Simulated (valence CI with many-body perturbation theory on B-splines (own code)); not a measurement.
## E1 line list for Nb9+

Method: configuration interaction combined with many-body perturbation theory (CI+MBPT): four valence electrons over a frozen Dirac-Fock core [Ar] 3d10, a basis of 11 s, 11 p, 9 d, 7 f, 5 g, 2 h, 1 i functions for each j, with the one-electron correlation potential Σ1, the two-electron term Σ2, the three-electron term Σ3, Breit, model QED; selected CI, second order for the rest, scaled by the run's own slope (own B-spline code, finite nucleus).

No measured levels were compared; by estimate levels hold to about 250 cm⁻¹ or 0.2 % of their energy and the worst to 1 %, as in measured heavy ions of charge 2 to 7; those with d or f electrons hold less well. Among the levels kept, up to 280 cm⁻¹ of a level comes from second order outside the variational space, and about a tenth of that is noise between levels of different J, which matters for small intervals.

Lines 51 to 100 of 243 in falling wavelength, among levels below 640520 cm⁻¹, chosen from the strongest by gf and those to the six lowest levels. Wavelengths and rates use the calculated energies, so an error of 600 cm⁻¹ moves a line at 415.5 Å by 0.25 % and its rate by three times that or more. Electric multipoles are in the length gauge, E1 and E2 with the static RPA response of the core. Weak lines are less certain than strong ones. Lines between different terms over intervals too small for the method are left out, as are lines whose strength nearly cancels. Where a level lies close to another of its J and parity, the split of strength between their lines is uncertain. The highest levels of a list are the least certain.

Names give the largest LS component (configuration and term), which can be under half, so a name can repeat, a term be missing and a line seem to break the LS rules; names also repeat where a configuration has a term twice. Letters in brackets count levels of one name in rising energy.

```
λ vac (Å)               Upper            Lower   A (s⁻¹)  S (a.u.)
    415.5        4s.4p3 3P°_2     4s2.4p2 3P_2  4.80e+09  8.49e-01
    414.7            4p4 3P_2     4s.4p3 3D°_2  2.32e+09  4.08e-01
    414.7  4s.4p2.4d 3F_2 [c]  4s2.4p.4d 3D°_1  2.02e+09  3.56e-01
    413.4      4s.4p2.4d 1P_1  4s2.4p.4d 3P°_2  2.09e+09  2.18e-01
    412.6  4s.4p2.4d 3D_2 [b]  4s2.4p.4d 3P°_2  7.01e+08  1.22e-01
    408.8  4s.4p2.4d 3P_2 [b]  4s2.4p.4d 3D°_1  8.05e+08  1.36e-01
    408.3        4s.4p3 3P°_0     4s2.4p2 3P_1  5.05e+09  1.70e-01
    408.2        4s.4p3 1D°_2     4s2.4p2 1D_2  8.39e+09  1.41e+00
    405.1        4s.4p3 3P°_1     4s2.4p2 3P_1  3.47e+09  3.41e-01
    403.4      4s.4p2.4d 3S_1  4s2.4p.4d 3D°_1  1.49e+09  1.45e-01
    402.3  4s.4p2.4d 3P_1 [b]  4s2.4p.4d 3P°_2  2.35e+09  2.27e-01
    402.3  4s.4p2.4d 3F_3 [c]  4s2.4p.4d 3P°_2  7.42e+08  1.67e-01
    401.2        4s.4p3 3P°_2     4s2.4p2 3P_1  1.42e+08  2.26e-02
    399.0      4s.4p2.4d 1F_3  4s2.4p.4d 3F°_3  8.60e+08  1.89e-01
    397.1  4s.4p2.4d 3D_2 [a]  4s2.4p.4d 3F°_2  2.33e+09  3.60e-01
    389.5  4s.4p2.4d 3F_2 [b]  4s2.4p.4d 3F°_3  8.91e+08  1.30e-01
    387.2  4s.4p2.4d 3D_2 [c]  4s2.4p.4d 3P°_2  9.52e+08  1.36e-01
    386.3        4s.4p3 1P°_1     4s2.4p2 1S_0  4.76e+09  4.07e-01
    385.4  4s.4p2.4d 3F_4 [b]  4s2.4p.4d 3F°_4  7.96e+08  2.02e-01
    385.0            4p4 3P_1     4s.4p3 3D°_2  5.17e+09  4.37e-01
    385.0            4p4 3P_0     4s.4p3 3D°_1  7.75e+09  2.18e-01
    384.1            4p4 3P_1     4s.4p3 3D°_1  2.87e+09  2.40e-01
    383.6            4p4 1D_2     4s.4p3 3D°_3  1.84e+09  2.56e-01
    383.0        4s.4p3 3P°_1     4s2.4p2 3P_0  1.26e+09  1.05e-01
    382.3        4s.4p3 3S°_1     4s2.4p2 1D_2  1.60e+06  1.32e-04
    380.4  4s.4p2.4d 3F_3 [b]  4s2.4p.4d 3F°_3  3.74e+09  7.12e-01
    377.5  4s.4p2.4d 3D_2 [b]  4s2.4p.4d 3F°_3  1.25e+09  1.66e-01
    376.4  4s.4p2.4d 3F_2 [b]  4s2.4p.4d 3F°_2  4.53e+09  5.96e-01
    371.8        4s.4p3 1D°_2     4s2.4p2 3P_2  1.19e+09  1.51e-01
    369.9  4s.4p2.4d 3D_1 [b]  4s2.4p.4d 3F°_2  2.57e+09  1.93e-01
    368.9  4s.4p2.4d 3F_3 [c]  4s2.4p.4d 3F°_3  6.75e+08  1.17e-01
    365.8      4s.4p2.4d 1P_1  4s2.4p.4d 3F°_2  6.89e+09  4.99e-01
    365.6  4s.4p2.4d 3P_1 [a]     4s.4p3 3S°_1  1.75e+09  1.26e-01
    365.2  4s.4p2.4d 3D_2 [b]  4s2.4p.4d 3F°_2  8.96e+08  1.08e-01
    363.0  4s.4p2.4d 3D_3 [b]  4s2.4p.4d 3F°_3  5.31e+09  8.78e-01
    362.5  4s.4p2.4d 3P_2 [b]  4s2.4p.4d 3F°_3  3.89e+09  4.57e-01
    360.3        4s.4p3 1D°_2     4s2.4p2 3P_1  1.54e+08  1.78e-02
    356.2  4s.4p2.4d 3D_2 [c]  4s2.4p.4d 3F°_3  1.54e+10  1.71e+00
    355.4  4s.4p2.4d 3F_2 [c]  4s2.4p.4d 3F°_2  4.41e+09  4.89e-01
    350.2        4s.4p3 3S°_1     4s2.4p2 3P_2  2.91e+10  1.85e+00
    347.9        4s.4p3 1P°_1     4s2.4p2 1D_2  2.70e+10  1.68e+00
    347.1      4s.4p2.4d 3S_1  4s2.4p.4d 3F°_2  6.27e+09  3.88e-01
    346.4            4p4 3P_2     4s.4p3 5S°_2  1.93e+08  1.98e-02
    345.2  4s.4p2.4d 3D_2 [c]  4s2.4p.4d 3F°_2  1.94e+09  1.97e-01
    340.0        4s.4p3 3S°_1     4s2.4p2 3P_1  1.26e+10  7.35e-01
    330.2     4s2.4p.4d 3F°_2     4s2.4p2 1D_2  1.02e+09  9.05e-02
    325.6  4s.4p2.4d 3P_2 [a]     4s.4p3 3P°_2  2.02e+09  1.72e-01
    325.5            4p4 3P_1     4s.4p3 5S°_2  9.54e+06  4.87e-04
    324.3        4s.4p3 3S°_1     4s2.4p2 3P_0  5.84e+09  2.95e-01
    323.1  4s.4p2.4d 3P_2 [a]     4s.4p3 3P°_1  1.54e+09  1.29e-01
```
